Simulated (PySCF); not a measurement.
**Structure from 2D NMR**

Compound of formula C4H9FOSi2. Correlations simulated from computed shifts and the bond graph:

HSQC (one-bond C–H):
| δH | δC |
| --- | --- |
| 5.59 | 92.7 |
| 1.53 | 23.4 |

COSY cross peaks (H two or three bonds apart, from the bond graph; peaks can be absent where the dihedral angle is near 90°):
| δH | δH |
| --- | --- |
| 5.59 | 1.53 |
| 5.49 | 5.49 |

HMBC (two and three bonds, from the bond graph):
| δH | δC |
| --- | --- |
| 5.59 | 192.4, 141.8, 23.4 |
| 5.49 | 192.4, 141.8, 92.7 |
| 5.49 | 192.4, 141.8, 92.7 |
| 4.23 | 192.4, 141.8 |
| 1.53 | 141.8, 92.7 |

Carbons without hydrogens: δ 192.4, 141.8.

Level of theory: shieldings: GIAO PBE0/pcSseg-1, coordinates at the GFN2-xTB level, in PySCF 2.14.0 with density-fitted response routines (gas phase, non-relativistic, one computed conformer, rapidly exchanging positions averaged).

Chemical shifts δ = σref − σ; $^{1}$H (31.72 ppm), $^{13}$C (186.93 ppm) against TMS, all at this level.

Exchangeable hydrogens are left out of these lists.

**Question.** Work out the connectivity.

**Answer.** SMILES C1([SiH2]F)=C([SiH3])O[C@@H]1C.

Numbering as in the mapped SMILES `[CH3:1][C@H:2]1[O:3][C:4]([SiH3:5])=[C:6]1[SiH2:7][F:8]` (H(Xn): hydrogen on atom n). Ha(Si7) is pro-R; Hb(Si7) is pro-S.

- δC 192.4 is C4, an alkene carbon bearing oxygen.
- δC 141.8 is C6, a β carbon of an enol-ether or enamine type C=C.
- δC 92.7 is C2, an allylic sp3 CH bonded to O (δH 5.59).
- δC 23.4 is C1, a methyl carbon (δH 1.53).
- HMBC from δH 5.59 reaches the proton-free carbons C4, C6.
- HMBC from δH 5.49 reaches the proton-free carbons C4, C6.
- HMBC from δH 5.49 reaches the proton-free carbons C4, C6.
- HMBC from δH 4.23 reaches the proton-free carbons C4, C6.
- COSY links 5.59–1.53, 5.49–5.49.

The shifts were computed for this structure.

Shifts are as computed. Against solution values, carbons near 30 ppm lie about +3 ppm off and those near 130 ppm about +5 ppm. Of 1211 compounds with measured shifts, 218 miss one by over three times the rms of a fit or turn the order of signals round; such compounds aren't used in these exercises.
